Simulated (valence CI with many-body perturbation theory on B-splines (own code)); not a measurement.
Nd54+: electric-dipole lines

Calculated by valence CI with perturbative core correlation (CI+MBPT): four valence electrons over a frozen Dirac-Fock core [He], radial functions for each j: 11 s, 11 p, 9 d, 7 f, 5 g, 2 h, 1 i, with the one-electron correlation potential Σ1, the two-electron term Σ2, the three-electron term Σ3, Breit, model QED; selected CI, second order for the rest (own B-spline code, finite nucleus).

The last digits are not significant, and no measured levels were compared; by estimate large intervals hold to a few tenths of a per cent, small ones and those within an open d or f shell to about a per cent. Among the levels kept, up to 280 cm⁻¹ of a level comes from second order outside the variational space, and about a tenth of that is noise between levels of different J, which matters for small intervals.

Lines 51 to 100 of 271 in falling wavelength, among levels below 60941 × 10³ cm⁻¹, chosen from the strongest by gf and those to the six lowest levels. Wavelengths and rates use the calculated energies. Electric multipoles are in the length gauge, E1 and E2 with the static RPA response of the core. Weak lines are less certain than strong ones. Lines between different terms over intervals too small for the method are left out, as are lines whose strength nearly cancels. The highest levels of a list are the least certain.

Levels are named by their leading jj configuration (3d3/2^4 stands for four electrons in 3d with j = 3/2), which in mixed levels can hold well under half, so a name can repeat and another be missing. Letters in brackets count levels of one name in rising energy.

| λ vac (Å) | Upper | Lower | A (s⁻¹) | S (a.u.) with core polarisation | S without |
| --- | --- | --- | --- | --- | --- |
| 49.40 | (2s 2p1/2 2p3/2 3p3/2) J=2 [a] | (2s 2p1/2 2p3/2 3s) J=2 [a] | 1.06e+11 | 3.15e-02 | 3.15e-02 |
| 49.17 | (2s^2 2p3/2 3p3/2) J=2 | (2s^2 2p3/2 3s) J=1 | 1.29e+11 | 3.77e-02 | 3.77e-02 |
| 48.50 | (2s 2p1/2 2p3/2 3p3/2) J=3 [b] | (2s 2p1/2 2p3/2 3s) J=3 | 1.46e+11 | 5.73e-02 | 5.74e-02 |
| 48.36 | (2s 2p1/2 2p3/2 3p3/2) J=1 [d] | (2s 2p1/2 2p3/2 3s) J=0 | 1.32e+11 | 2.21e-02 | 2.21e-02 |
| 47.87 | (2s^2 2p3/2 3p3/2) J=2 | (2s^2 2p3/2 3s) J=2 | 1.33e+11 | 3.59e-02 | 3.59e-02 |
| 46.85 | (2s 2p1/2 2p3/2^2) J=1 [a] | (2s^2 2p3/2^2) J=2 | 1.58e+10 | 2.41e-03 | 2.41e-03 |
| 46.30 | (2p1/2^2 2p3/2 3s) J=1 | (2s 2p1/2 2p3/2 3s) J=2 [b] | 1.33e+11 | 1.95e-02 | 1.95e-02 |
| 46.10 | (2s 2p1/2^2 2p3/2) J=1 | (2s^2 2p1/2 2p3/2) J=2 | 3.15e+10 | 4.57e-03 | 4.58e-03 |
| 45.76 | (2p1/2^2 2p3/2 3p1/2) J=2 | (2s 2p1/2 2p3/2 3p1/2) J=3 | 8.42e+10 | 1.99e-02 | 1.99e-02 |
| 45.11 | (2s 2p1/2 2p3/2^2) J=2 [b] | (2s^2 2p3/2^2) J=2 | 1.63e+10 | 3.70e-03 | 3.70e-03 |
| 44.58 | (2s 2p1/2 2p3/2^2) J=1 [b] | (2s^2 2p3/2^2) J=2 | 2.76e+09 | 3.62e-04 | 3.62e-04 |
| 43.38 | (2s 2p1/2^2 2p3/2) J=1 | (2s^2 2p1/2 2p3/2) J=1 | 7.02e+09 | 8.49e-04 | 8.51e-04 |
| 17.26 | (2s 2p1/2 2p3/2^2) J=2 [a] | (2s^2 2p1/2 2p3/2) J=2 | 8.06e+09 | 1.02e-04 | 1.02e-04 |
| 16.86 | (2s 2p1/2 2p3/2^2) J=2 [a] | (2s^2 2p1/2 2p3/2) J=1 | 4.10e+11 | 4.85e-03 | 4.86e-03 |
| 16.38 | (2s 2p1/2 2p3/2^2) J=3 | (2s^2 2p1/2 2p3/2) J=2 | 3.87e+11 | 5.88e-03 | 5.89e-03 |
| 15.81 | (2s 2p3/2^3) J=2 | (2s^2 2p3/2^2) J=2 | 1.44e+12 | 1.41e-02 | 1.41e-02 |
| 15.69 | (2s 2p1/2 2p3/2 3d5/2) J=3 [c] | (2s^2 2p1/2 3d5/2) J=2 | 1.53e+12 | 2.05e-02 | 2.05e-02 |
| 15.67 | (2p1/2^2 2p3/2^2) J=2 | (2s 2p1/2^2 2p3/2) J=1 | 1.19e+12 | 1.13e-02 | 1.14e-02 |
| 15.67 | (2s 2p1/2 2p3/2 3d3/2) J=2 [c] | (2s^2 2p1/2 3d3/2) J=2 | 1.07e+12 | 1.01e-02 | 1.02e-02 |
| 15.67 | (2s 2p1/2 2p3/2 3d5/2) J=4 [c] | (2s^2 2p1/2 3d5/2) J=3 | 1.42e+12 | 2.42e-02 | 2.43e-02 |
| 15.67 | (2p1/2 2p3/2^3) J=1 | (2s 2p1/2 2p3/2^2) J=1 [a] | 1.64e+12 | 9.36e-03 | 9.37e-03 |
| 15.62 | (2s 2p1/2 2p3/2 3p3/2) J=3 [c] | (2s^2 2p1/2 3p3/2) J=2 | 1.55e+12 | 2.05e-02 | 2.05e-02 |
| 15.61 | (2s 2p1/2 2p3/2 3p3/2) J=2 [c] | (2s^2 2p1/2 3p3/2) J=1 | 1.03e+12 | 9.65e-03 | 9.66e-03 |
| 15.54 | (2s 2p1/2 2p3/2 3p1/2) J=1 [b] | (2s^2 2p1/2 3p1/2) J=1 | 1.72e+12 | 9.54e-03 | 9.55e-03 |
| 15.54 | (2s 2p1/2 2p3/2 3p1/2) J=2 [c] | (2s^2 2p1/2 3p1/2) J=1 | 9.97e+11 | 9.23e-03 | 9.25e-03 |
| 15.53 | (2p1/2 2p3/2^3) J=2 | (2s 2p1/2 2p3/2^2) J=2 [b] | 2.49e+12 | 2.30e-02 | 2.31e-02 |
| 15.53 | (2p3/2^4) J=0 | (2s 2p3/2^3) J=1 | 5.72e+12 | 1.06e-02 | 1.06e-02 |
| 15.52 | (2s 2p1/2 2p3/2 3p3/2) J=2 [c] | (2s^2 2p1/2 3p3/2) J=2 | 7.22e+11 | 6.66e-03 | 6.68e-03 |
| 15.52 | (2s 2p1/2 2p3/2 3d3/2) J=3 [c] | (2s^2 2p1/2 3d3/2) J=2 | 1.05e+12 | 1.36e-02 | 1.36e-02 |
| 15.47 | (2s 2p1/2 2p3/2 3d3/2) J=2 [d] | (2s^2 2p1/2 3d3/2) J=1 | 1.41e+12 | 1.29e-02 | 1.29e-02 |
| 15.45 | (2s 2p1/2 2p3/2 3p1/2) J=1 [c] | (2s^2 2p1/2 3p1/2) J=0 | 1.77e+12 | 9.69e-03 | 9.71e-03 |
| 15.45 | (2s 2p1/2 2p3/2 3s) J=2 [c] | (2s^2 2p1/2 3s) J=1 | 1.24e+12 | 1.13e-02 | 1.13e-02 |
| 15.39 | (2s 2p1/2 2p3/2 3s) J=1 [b] | (2s^2 2p1/2 3s) J=0 | 1.71e+12 | 9.24e-03 | 9.26e-03 |
| 15.35 | (2s 2p1/2 2p3/2 3p3/2) J=1 [c] | (2s^2 2p1/2 3p3/2) J=1 | 1.30e+12 | 6.96e-03 | 6.98e-03 |
| 15.35 | (2s 2p1/2 2p3/2 3d3/2) J=1 [c] | (2s^2 2p1/2 3d3/2) J=2 | 1.86e+12 | 9.97e-03 | 9.99e-03 |
| 15.34 | (2s 2p1/2 2p3/2 3p3/2) J=2 [d] | (2s^2 2p1/2 3p3/2) J=2 | 1.07e+12 | 9.55e-03 | 9.56e-03 |
| 15.32 | (2s 2p1/2 2p3/2 3s) J=1 [c] | (2s^2 2p1/2 3s) J=1 | 1.24e+12 | 6.59e-03 | 6.60e-03 |
| 15.25 | (2s 2p1/2 2p3/2 3p3/2) J=1 [d] | (2s^2 2p1/2 3p3/2) J=2 | 1.34e+12 | 7.03e-03 | 7.05e-03 |
| 15.21 | (2p1/2^2 2p3/2 3p1/2) J=2 | (2s 2p1/2^2 3p1/2) J=1 | 1.11e+12 | 9.61e-03 | 9.63e-03 |
| 15.16 | (2s 2p1/2 2p3/2^2) J=0 | (2s^2 2p1/2 2p3/2) J=1 | 1.54e+12 | 2.65e-03 | 2.65e-03 |
| 15.15 | (2s 2p1/2 2p3/2^2) J=1 [a] | (2s^2 2p1/2 2p3/2) J=2 | 1.43e+11 | 7.39e-04 | 7.40e-04 |
| 15.12 | (2p1/2^2 2p3/2 3s) J=2 | (2s 2p1/2^2 3s) J=1 | 1.03e+12 | 8.77e-03 | 8.79e-03 |
| 15.04 | (2s 2p1/2^2 2p3/2) J=1 | (2s^2 2p1/2^2) J=0 | 1.88e+12 | 9.47e-03 | 9.49e-03 |
| 14.97 | (2s 2p1/2 2p3/2^2) J=2 [b] | (2s^2 2p1/2 2p3/2) J=2 | 2.71e+12 | 2.24e-02 | 2.25e-02 |
| 14.91 | (2s 2p1/2 2p3/2^2) J=1 [b] | (2s^2 2p1/2 2p3/2) J=2 | 1.96e+12 | 9.63e-03 | 9.65e-03 |
| 14.85 | (2s 2p1/2 2p3/2^2) J=1 [a] | (2s^2 2p1/2 2p3/2) J=1 | 2.77e+12 | 1.34e-02 | 1.35e-02 |
| 14.74 | (2p1/2^2 2p3/2^2) J=0 | (2s 2p1/2^2 2p3/2) J=1 | 3.12e+12 | 4.93e-03 | 4.94e-03 |
| 14.67 | (2s 2p1/2 2p3/2^2) J=2 [b] | (2s^2 2p1/2 2p3/2) J=1 | 1.82e+11 | 1.41e-03 | 1.42e-03 |
| 14.59 | (2s 2p3/2^3) J=1 | (2s^2 2p3/2^2) J=2 | 2.88e+12 | 1.32e-02 | 1.33e-02 |
| 14.43 | (2p1/2^2 2p3/2^2) J=2 | (2s 2p1/2^2 2p3/2) J=2 | 1.42e+12 | 1.05e-02 | 1.05e-02 |
